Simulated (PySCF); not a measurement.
Here is a computed PBE0/6-31+G* geometry (Å):
```
atom  x, y, z in Å
O1    -1.019    2.497    0.004
C2    -0.536    1.370   -0.059
C3    -1.339    0.147   -0.109
C4    -0.753   -1.062   -0.184
O5     0.585   -1.247   -0.216
C6     1.375   -0.152   -0.169
C7     0.903    1.106   -0.094
H8    -2.420    0.226   -0.086
H9    -1.278   -2.010   -0.225
H10    2.424   -0.426   -0.199
H11    1.592    1.943   -0.059
```

Neutral, closed shell.

(1) Which heavy atoms are bonded, and with what formal order?

(2) Give the structure as a SMILES string.

(3) What is the point group of this geometry?

(4) Which rings does it hold (smallest set)?

(5) Describe the place of each heavy atom.

(6) What is the arrangement about O5?

(7) What is the arrangement about C4?

## Answers

(1) O1–C2 1.23 Å (double); C2–C3 1.46 Å (aromatic); C3–C4 1.35 Å (aromatic); C4–O5 1.35 Å (aromatic); O5–C6 1.35 Å (aromatic); C6–C7 1.35 Å (aromatic); C2–C7 1.46 Å (aromatic). Bonds to hydrogen (Å): C3–H8 1.08; C4–H9 1.08; C6–H10 1.08; C7–H11 1.08. The aromatic marks follow RDKit's electron count.

(2) `O=c1ccocc1`, C5H4O2, pyranone.

(3) C2v (every atom within 0.08 Å of its image).

(4) C2–C3–C4–O5–C6–C7 (6 members, 0.00 Å rms from planarity).

(5) O1: carbonyl oxygen; C2: ring carbonyl carbon; C3/C7: unsaturated ring CH carbon; C4/C6: unsaturated ring CH carbon; O5: ring oxygen.

(6) It has 2 neighbours (C4, C6) and is bent (angle 117.9°).

(7) It has 3 neighbours (C3, O5, H9) and is planar (angles 125.2°, 123.7° and 111.0°, sum 360.0°, 0.00 Å off the plane of its three neighbours).
